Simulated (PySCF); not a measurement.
Species: C₇H₅FO₂.
Atom-mapped SMILES: `[O:1]=[CH:2][O:3][c:4]1[cH:5][cH:6][cH:7][cH:8][c:9]1[F:10]` (hydrogens: H11 on C2; H12 on C5; H13 on C6; H14 on C7; H15 on C8)

Geometry (PBE0-D3(BJ)/def2-SVP, Å), atoms numbered from 1 in this order:
```
atom  x, y, z in Å
O1     3.343    0.759    1.815
C2     3.618    0.401    0.714
O3     2.733    0.077   -0.253
C4     1.391    0.224    0.022
C5     0.566   -0.893    0.052
C6    -0.801   -0.741    0.280
C7    -1.337    0.530    0.484
C8    -0.511    1.653    0.456
C9     0.847    1.494    0.222
F10    1.647    2.552    0.173
H11    4.640    0.267    0.307
H12    1.014   -1.875   -0.108
H13   -1.447   -1.620    0.300
H14   -2.406    0.653    0.667
H15   -0.900    2.660    0.610
```

Jobs on this species (15 atoms, 72 electrons) with PySCF (density fitting). Hardware of each: an Arm Neoverse V1 with one thread, on a shared host. The host was shared with other jobs, so the times are rough. Peak memory is the resident size of the whole Python process, interpreter and libraries included.

```tsv
level and settings	work	basis functions	SCF cycles	wall time	peak memory
CAM-B3LYP/def2-SVPD	6 singlets by full TDDFT, polarisability, dynamic polarisability, density and orbital grids written	249	?	?	?
PBE0/pcSseg-1, IEF-PCM tetrahydrofuran	shieldings, ring-centre shieldings	195	?	?	?
CAM-B3LYP/def2-SVPD, IEF-PCM chloroform	6 singlets by full TDDFT, polarisability	249	14	66 s	1.3 GiB
PBE0-D3(BJ)/def2-SVP, grid level 1	geometry optimisation from a GFN2-xTB start shaken at random	165	69	2.1 min	0.67 GiB
CAM-B3LYP/def2-SVPD, IEF-PCM tetrahydrofuran	6 singlets by full TDDFT, polarisability	249	14	68 s	1.3 GiB
PBE0/pcSseg-1, IEF-PCM chloroform	shieldings, ring-centre shieldings, charges and field gradients	195	14	29 s	0.99 GiB
```

**Question.** Fill in the missing figures.

**Answer.** 
- CAM-B3LYP/def2-SVPD; 6 singlets by full TDDFT, polarisability, dynamic polarisability, density and orbital grids written: 91 s, 1.2 GiB, 14 SCF cycles
- PBE0/pcSseg-1, IEF-PCM tetrahydrofuran; shieldings, ring-centre shieldings: 27 s, 0.96 GiB, 14 SCF cycles

**Question.** What do all jobs in the table cost together?

**Answer.** About 6.8 min; the longest takes about 31 % of that, and about 4.7 times as long as the shortest.
